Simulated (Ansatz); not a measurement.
Program: Ansatz. Geometries: PBE0-D4/def2-TZVP. ΔE: electronic, gas phase. CBS: MP2 limit from def2 TZ/QZ plus the TZ coupled-cluster correction, frozen cores. This one scheme is used for every species. Functionals use def2-TZVPP. B3LYP here is the variant with VWN-RPA as its local correlation; programs differ in this. One conformer a species, not always the lowest.

Reaction (substitution at a C–C bond): `CC(=S)CF` + `O[SiH2]O` → `CC(=S)O[SiH2]O` + `CF`

`CC(=S)CF`:

Z-matrix (Å, degrees):
```
C
C 1 1.485
H 1 1.095 2 109.9
H 1 1.095 2 109.9 3 -115.7
H 1 1.087 2 110.9 3 122.1
S 2 1.617 1 124.6 3 -122.1
C 2 1.503 1 116.6 3 57.9
F 7 1.380 2 112.5 1 0.3
H 7 1.094 2 109.6 1 120.9
H 7 1.094 2 109.5 1 -120.3
```

`O[SiH2]O`:

```xyz
7

O    -1.357   -0.301   -0.415
Si    0.196   -0.368    0.115
O     0.935    1.097    0.165
H    -1.996    0.157    0.133
H     0.270   -0.851    1.514
H     0.860   -1.279   -0.846
H     1.092    1.545   -0.667
```

`CC(=S)O[SiH2]O`:

Cartesian coordinates in Å:
```
C -0.245 -1.420 0.688
C -0.815 -0.118 1.150
S -1.975 0.024 2.271
O -0.293 0.971 0.571
Si 0.801 1.163 -0.668
O 0.242 0.549 -2.077
H -0.361 -1.519 -0.397
H 0.828 -1.453 0.903
H -0.736 -2.251 1.185
H 2.045 0.423 -0.377
H 0.984 2.627 -0.725
H -0.475 1.003 -2.523
```

`CF`:

Z-matrix (Å, degrees):
```
C
F 1 1.376
H 1 1.092 2 109.1
H 1 1.092 2 109.1 3 -120.0
H 1 1.092 2 109.1 3 120.0
```

(1) Is it downhill or uphill in electronic energy at CCSD(T)/CBS, and by how much? (An estimate is asked.)

(2) What do these levels give: PBE-D4, PBE0-D4, B3LYP-D4, ωB97M-V, B2PLYP, r2SCAN, B3LYP, HF/def2-TZVPP, SCS-MP2/def2-TZVPP, CCSD/def2-TZVPP, CCSD(T)/def2-TZVPP, MP2/def2-QZVPP? (An estimate is asked.)

Largest T1 diagnostic among the species: 0.015.

## Answers

(1) Ansatz gave: Uphill: ΔE = +5.0 kcal/mol.

(2) The calculation gave: PBE-D4 2.6, PBE0-D4 3.1, B3LYP-D4 1.9, ωB97M-V 3.9, B2PLYP 3.7, r2SCAN 3.3, B3LYP 3.3, HF/def2-TZVPP 3.3, SCS-MP2/def2-TZVPP 4.4, CCSD/def2-TZVPP 4.8, CCSD(T)/def2-TZVPP 4.6, MP2/def2-QZVPP 5.0 kcal/mol.

The D4 term adds −1.4 kcal/mol with B3LYP and −0.8 kcal/mol with PBE0; it sums over pairs of atoms, weighted by their polarisabilities, and B3LYP, whose exchange is more repulsive, gets the larger term. In def2-TZVPP, CCSD(T) changes the Hartree–Fock value by +1.3 kcal/mol (the triples alone add −0.3 kcal/mol) and MP2 by +1.5 kcal/mol.
